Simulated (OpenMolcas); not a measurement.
# 5s2 5p along the 49-electron sequence

```yaml
Program: OpenMolcas
Method: MS-CASPT2, IPEA 0.25 Eh, imaginary shift 0.1 Eh
Basis: ANO-RCC-VQZP
Scalar_Hamiltonian: DKH2, point nucleus
Spin-orbit_coupling: RASSI with atomic mean-field integrals over the reference wave functions, term energies averaged over their components
```

Active space for each ion: 3 electrons in 4 orbitals (5s 5p); closed shells correlated by CASPT2: 4d.

Computed levels in cm-1 above 2P* 1/2:

```tsv
Level	Te3+	I4+	Xe5+
2P* 3/2	7980	10600	13710
weight of 2P* in the lowest level (%)	100	100	100
```

Measured, with the error of the calculation in %. Measured levels: Te3+ from Moore, Atomic Energy Levels, vol. III, NSRDS-NBS 35 (1971 reprint of NBS Circular 467, 1958); Xe5+ from Saloman, J. Phys. Chem. Ref. Data 33, 765 (2004).

| Level | Te3+ | Xe5+ |
| --- | --- | --- |
| 2P* 3/2 | 9223 (-13.5) | 15599 (-12.1) |

The fine-structure level 2P* 3/2 changes by a factor of 1.72 from Te3+ to Xe5+. Its fourth root runs 9.45, 10.15, 10.82, with steps per unit of Z of 0.70, 0.67; equal steps would mean a (Z - σ)^4 law with constant σ.

Over all roots computed the reference weight is 0.86 to 0.94 in Te3+, 0.86 to 0.95 in I4+, 0.86 to 0.95 in Xe5+; the roots of lowest weight are the least certain, and an intruder state may touch them. Measured partners are found by configuration, term and J. A level has none where our copy of the source lacks it or the pairing is in doubt (some pairs that miss far off the trend of their configuration count as doubtful), and it then counts in no deviation. Levels of configurations outside the active space are missing.

* marks odd parity.
